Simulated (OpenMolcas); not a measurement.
Ag VII.

```json
{
 "Program": "OpenMolcas 26.06",
 "Method": "CASSCF",
 "Basis": "ANO-RCC-VTZP [7s6p4d2f1g]",
 "Scalar Hamiltonian": "DKH2, point nucleus",
 "Active space": "5 electrons in 5 orbitals (4d)",
 "State averaging": "2S+1 = 6 even, 1 root; 2S+1 = 4 even, 24 roots; 2S+1 = 2 even, 75 roots",
 "Spin-orbit coupling": "state interaction with AMFI integrals over the reference wave functions, term energies averaged over their components"
}
```

Levels without dynamic correlation, in cm-1 above 4d5 6S 5/2:

| Level | E |
| --- | --- |
| 4d5 4D 7/2 | 43750 |
| 4d5 4G 5/2 | 34938 |
| 4d5 2I 11/2 | 50764 |

On this reference, MS-CASPT2, IPEA 0.25 Eh, imaginary shift 0.1 Eh (closed shells correlated: 4s 4p) puts 4d5 4D 7/2 at 38430 cm-1.

Estimate the other levels at that method by one scale factor, and say how well it serves.

The factor is 38430 / 43750 = 0.878. Scaled values beside those that MS-CASPT2 gives and measured ones (the list in Gamrath, thesis, University of Mons (2023)):
| Level | Scaled | MS-CASPT2 | Miss (%) | Measured |
| --- | --- | --- | --- | --- |
| 4d5 4G 5/2 | 30676 | 31380 | -2.2 | 29390 |
| 4d5 2I 11/2 | 44571 | 47030 | -5.2 | 44011 |
For these levels the scaled values miss MS-CASPT2 by up to 5.2 %, as correlation changes each term by its own factor, spin-orbit parts do not scale and CASPT2 has its own spread within terms. This holds within one configuration; levels of others move differently, and the target method has errors of its own against measurement.

Term energies are means over components that CASPT2 splits; among the terms shown or strongly mixed into the levels shown the widest spread is 510 cm-1 (4d5 4G, MS-CASPT2). Without dynamic correlation excited terms often stand tens of per cent too high (terms of higher spin than the ground term too low), and those without a measured partner can miss by more than the paired ones (holds for CASSCF). Blocks of more than 70 roots (2S+1 = 2 even) ran without multistate coupling (holds for MS-CASPT2). Measured partners are found by configuration, term and J. A level has none where our copy of the source lacks it or the pairing is in doubt (some pairs that miss far off the trend of their configuration count as doubtful), and it then counts in no deviation. Levels of configurations outside the active space are missing.
